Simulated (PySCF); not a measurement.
Be(F)(SiH3) (BeFH₃Si), SMILES [F][Be][SiH3].

Geometry optimised at PBE0-D3(BJ)/def2-TZVP.

These are PySCF 2.14.0 with IEF-PCM-PBE0/def2-SVP values and carry that method's errors.

The values are the electrostatic part of the solvation free energy, E(continuum) − E(gas) at the gas-phase geometry, in a cavity of scaled van der Waals radii (PySCF's table); cavitation and dispersion terms are not included. A continuum can't describe solvent molecules that bind to the metal. In vacuum the orbital gap is 7.68 eV. The dipole moment in vacuum is 0.57 D.

```json
[
 {"solvent": "water", "ε": "78.36", "ΔG(elec) (kcal/mol)": "-5.2", "dipole (D)": "0.28", "gap (eV)": "7.80"},
 {"solvent": "1-octanol", "ε": "9.86", "ΔG(elec) (kcal/mol)": "___", "dipole (D)": "___", "gap (eV)": "___"},
 {"solvent": "toluene", "ε": "2.37", "ΔG(elec) (kcal/mol)": "-2.4", "dipole (D)": "0.47", "gap (eV)": "7.72"}
]
```

**Question.** What belongs in the gaps? (Estimate from the structure and the level; the computed values follow.)

**Answer.** 
- 1-octanol, ΔG(elec) (kcal/mol): -4.5
- 1-octanol, dipole (D): 0.33
- 1-octanol, gap (eV): 7.78
